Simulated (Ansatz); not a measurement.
Isolated molecules relaxed with PBE0-D4/def2-TZVP in Ansatz; ΔE leaves out vibrations. CCSD(T)/CBS adds triple-zeta CCSD(T) − MP2 to the extrapolated MP2 energy (def2 sets, frozen cores). This one scheme is used for every species. Functionals use def2-TZVPP. B3LYP here is the variant with VWN-RPA as its local correlation; programs differ in this. HSE06 is defined as in plane-wave codes. Elements past krypton have def2 core potentials. For Sn outer-core shells are correlated without core-valence functions, which leaves a few kJ/mol of doubt a bond. One conformer a species, not always the lowest.

`[OH][SnH]([Cl])[Cl]` + SiH₄ → `[SiH3][SnH]([Cl])[Cl]` + H₂O  (formal exchange of groups at the Sn–O bond)

| level | ΔE (kJ/mol) | difference from CCSD(T)/CBS |
| --- | --- | --- |
| LDA (SPW92) | -20.1 | -9.6 |
| PBE-D4 | -18.3 | -7.8 |
| revPBE-D4 | -15.3 | -4.8 |
| BLYP-D4 | -6.7 | 3.8 |
| r2SCAN-D4 | -7.8 | 2.7 |
| B97M-V | 0.4 | 10.9 |
| PBE0-D4 | -21.0 | -10.5 |
| r2SCANh-D4 | -10.3 | 0.2 |
| r2SCAN0-D4 | -13.6 | -3.1 |
| HSE06-D4 | -21.3 | -10.8 |
| ωB97X-V | -4.3 | 6.2 |
| ωB97M-V | -7.2 | 3.3 |
| B2PLYP | -2.5 | 8.0 |
| PBE | -15.2 | -4.7 |
| revPBE | -13.8 | -3.3 |
| BLYP | -1.6 | 8.9 |
| r2SCAN | -6.8 | 3.7 |
| PBE0 | -17.9 | -7.4 |
| B3LYP | -4.9 | 5.6 |
| r2SCANh | -9.2 | 1.3 |
| r2SCAN0 | -12.3 | -1.8 |
| HSE06 | -18.2 | -7.7 |
| BHLYP | -3.6 | 6.9 |
| CAM-B3LYP | 0.1 | 10.6 |
| LC-ωPBE | -7.0 | 3.5 |
| RPA@PBE/def2-TZVPP | -1.0 | 9.5 |
| MP2/def2-SVP | 5.8 | 16.3 |
| CCSD/def2-SVP | -1.0 | 9.5 |
| CCSD(T)/def2-SVP | -0.3 | 10.2 |
| HF/def2-TZVPP | 4.4 | 14.9 |
| MP2/def2-TZVPP | -6.5 | 4.0 |
| SCS-MP2/def2-TZVPP | 0.1 | 10.6 |
| CCSD/def2-TZVPP | -6.6 | 3.9 |
| CCSD(T)/def2-TZVPP | -5.9 | 4.6 |
| HF/def2-QZVPP | 5.8 | 16.3 |
| MP2/def2-QZVPP | -8.7 | 1.8 |
| SCS-MP2/def2-QZVPP | -2.1 | 8.4 |
| HF/CBS(def2) | 6.0 | 16.5 |
| MP2/CBS(def2) | -11.1 | -0.6 |
| CCSD/CBS(def2) | -11.2 | -0.7 |
| CCSD(T)/CBS | -10.5 | 0 |

Largest T1 diagnostic among the species: 0.012.

At CCSD(T), def2-SVP lies +10.2 kJ/mol from the extrapolated value and def2-TZVPP +4.6 kJ/mol. The D4 term adds −5.2 kJ/mol with B3LYP and −3.1 kJ/mol with PBE0; it sums over pairs of atoms, weighted by their polarisabilities, and B3LYP, whose exchange is more repulsive, gets the larger term. From r2SCAN to r2SCAN0 (25 % exact exchange), in def2-TZVPP and without D4, ΔE moves by −5.5 kJ/mol.
